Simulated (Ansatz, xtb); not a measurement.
# Ranking isomers of CH7BSn

3 gas-phase structures of CH7BSn, found in a search over its isomers (lower ones may exist). Each was relaxed with GFN2-xTB; where two conformers were screened, the lower at r2SCAN-D4/def2-SVP is listed:

A. `[BH3-][SnH+][CH3]`, a singlet
B. `C[BH][SnH3]`, a singlet
C. `B[CH2][SnH3]`, a singlet

Problem. Which do you expect lowest at r2SCAN-D4/def2-SVP, and how would the others follow?

Solution. Calculated order at r2SCAN-D4/def2-SVP: C (0.0), B (2.3), A (6.7) kcal/mol.

Energies above the lowest of each column, in kcal/mol; the last columns are at BLYP-D3(BJ)/def2-SVP geometries:

```tsv
structure	GFN2-xTB	HF/STO-3G	r2SCAN-D4/def2-SVP	BLYP-D3(BJ)/def2-SVP	CCSD(T)/def2-TZVP
C	19.9	0.0	0.0	0.4	0.0
B	17.4	10.1	2.3	3.3	4.6
A	0.0	45.9	6.7	0.0	3.6
```

CCSD(T)/def2-TZVP puts C lowest; GFN2-xTB picks A, BLYP-D3(BJ)/def2-SVP picks A. CCSD(T)/def2-TZVP orders those it was run on as C (0.0), A (3.6), B (4.6) kcal/mol. Flexible structures stand in one conformer each, not always the lowest. C keeps a small imaginary mode. Atoms past krypton carry core potentials in the def2 sets, without spin–orbit terms.

Programs: Ansatz 0.2.0, xtb 6.7.1.
